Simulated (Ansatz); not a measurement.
The same path of H2O + H4O3Si (11 atoms, charge 0, multiplicity 1) was run 3 times with different band settings. Lost on the way: Si1–H2, H6–O7. Made: Si1–O7, H2–H6.

All numbers below come from Ansatz, RKS PBE0/def2-SVP.

Relaxed end points:

```xyz
11
Properties=species:S:1:pos:R:3
Si 0.536 -0.668 -0.700
H 1.628 -0.439 -1.670
O 0.915 0.079 0.766
O -0.897 -0.013 -1.131
O 0.456 -2.310 -0.525
H -0.446 1.286 1.191
O -1.258 1.735 0.891
H 1.652 -0.289 1.264
H -1.242 0.660 -0.500
H -0.388 -2.651 -0.210
H -0.957 2.611 0.625
```

```xyz
11
Properties=species:S:1:pos:R:3
Si -0.517 -0.411 -0.067
H 2.662 1.859 0.462
O 0.525 -0.638 1.187
O -2.013 -0.810 0.496
O -0.261 -1.331 -1.410
H 1.953 1.832 0.181
O -0.321 1.156 -0.552
H 1.358 -0.159 1.120
H -2.162 -0.621 1.427
H -0.641 -2.214 -1.382
H -0.583 1.336 -1.461
```

Common settings: movable images 7; climbing image yes; spring 5.0 eV/Å²; start path through a guess of the saddle point; force threshold 0.05 eV/Å; end points relaxed.

| run | optimiser | iteration limit | largest step |
| --- | --- | --- | --- |
| 1 | quadratic models (default) | 57 | default |
| 2 | fire | 58 | 0.5 Å |
| 3 | quadratic models (default) | 10 | default |

(1) What does each run give, and how far can it be trusted?

Answers

(1) Run 1: converged after 29 iterations, highest image 1.869 eV above the first end. Neighbouring images differ by up to 1.9 eV, so the band resolves the path poorly. A vibrational analysis at the climbing image gives 2 clearly imaginary modes (1239i, 140i cm⁻¹): a point of higher order, so a lower path passes nearby.
Run 2: not converged after 58 iterations, highest image 1.839 eV above the first end. The band didn't meet its force threshold, so its energies are provisional: the largest band force was still 0.30 eV/Å, and over the last iterations the top moved between 1.84 and 1.87 eV.
Run 3: not converged after 10 iterations, highest image 1.616 eV above the first end. The band didn't meet its force threshold, so its energies are provisional: the largest band force was still 0.52 eV/Å, and over the last iterations the top moved between 1.62 and 1.85 eV.
The orbitals stay closed-shell, which can raise the energy where a bond breaks towards radicals; this wasn't checked here.
